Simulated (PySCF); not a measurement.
Compound: C4H13AlP2.
SMILES with atom numbers: `[CH2:1]=[CH:2][CH2:3][P@@+:4]([CH3:5])([AlH3-:6])[PH2:7]` (hydrogens: H8, H9 on C1; H10 on C2; H11, H12 on C3; H13, H14, H15 on C5; H16, H17, H18 on Al6; H19, H20 on P7)

Method: core-valence-separated Tamm–Dancoff BHandHLYP/aug-pcX-1 (pcseg-1 on H, def2-SVPD on Al, def2-SVPD on P) in PySCF, non-relativistic, gas phase, PBE0-D3(BJ)/def2-SVP geometry.

Computed carbon K-edge spectrum, Gaussian lines of 0.6 eV full width, highest printed point 100; it ends one width below the last computed root. The energies are unshifted.

| photon energy (eV) | absorption |
| --- | --- |
| 281.7 | 1 |
| 281.8 | 2 |
| 281.9 | 4 |
| 282.0 | 9 |
| 282.1 | 18 |
| 282.2 | 30 |
| 282.3 | 44 |
| 282.4 | 57 |
| 282.5 | 67 |
| 282.6 | 73 |
| 282.7 | 75 |
| 282.8 | 73 |
| 282.9 | 66 |
| 283.0 | 55 |
| 283.1 | 41 |
| 283.2 | 27 |
| 283.3 | 15 |
| 283.4 | 8 |
| 283.5 | 3 |
| 283.6 | 1 |
| 283.7 | 0 |
| 283.8 | 0 |
| 283.9 | 0 |
| 284.0 | 0 |
| 284.1 | 0 |
| 284.2 | 0 |
| 284.3 | 0 |
| 284.4 | 0 |
| 284.5 | 0 |
| 284.6 | 0 |
| 284.7 | 0 |
| 284.8 | 0 |
| 284.9 | 0 |
| 285.0 | 1 |
| 285.1 | 2 |
| 285.2 | 5 |
| 285.3 | 11 |
| 285.4 | 23 |
| 285.5 | 39 |
| 285.6 | 59 |
| 285.7 | 78 |
| 285.8 | 91 |
| 285.9 | 95 |
| 286.0 | 90 |
| 286.1 | 81 |
| 286.2 | 72 |
| 286.3 | 67 |
| 286.4 | 70 |
| 286.5 | 79 |
| 286.6 | 91 |
| 286.7 | 100 |

Where are the maxima, and which lines make them up?

2 maxima:
- 282.7 eV: C2 (alkene CH carbon), 282.89 eV, f = 0.062, 1s→π*, 54 % of the height at the exact maximum; C1 (terminal =CH2 carbon), 282.47 eV, f = 0.060, 1s→π*, 46 % of the height at the exact maximum
- 285.9 eV: C1 + C5 (terminal =CH2 carbon and sp3 carbon bound to phosphorus), 285.87 eV, f = 0.036, sum of 2, 32 % of the height at the exact maximum; C3 (sp3 carbon bound to phosphorus), 285.80 eV, f = 0.034, 29 % of the height at the exact maximum; C5 (sp3 carbon bound to phosphorus), 285.71 eV, f = 0.019, 13 % of the height at the exact maximum; C2 (alkene CH carbon), 286.04 eV, f = 0.017, 13 % of the height at the exact maximum

Further lines of some strength in the range: C3, 286.12 eV, f = 0.009; C3, 286.28 eV, f = 0.018; C5, 286.47 eV, f = 0.009; C3, 286.68 eV, f = 0.007.

Roots within 0.03 eV on the same or equivalent atoms count as one line; shares under 12 % aren't listed.

Vibrational structure and lifetime widths aren't in the curve. The ionisation threshold wasn't computed; near and above it a finite basis only mimics Rydberg series and continuum.

Conformer computed: `[CH2:1]=[CH:2][CH2:3][P@@+:4]([CH3:5])([AlH3-:6])[PH2:7]`: C1–C2–C3–P4 18°, C2–C3–P4–C5 172°, H–P7–P4–C3 -92°, H–P7–P4–C3 174°.

One conformer stands for the species.
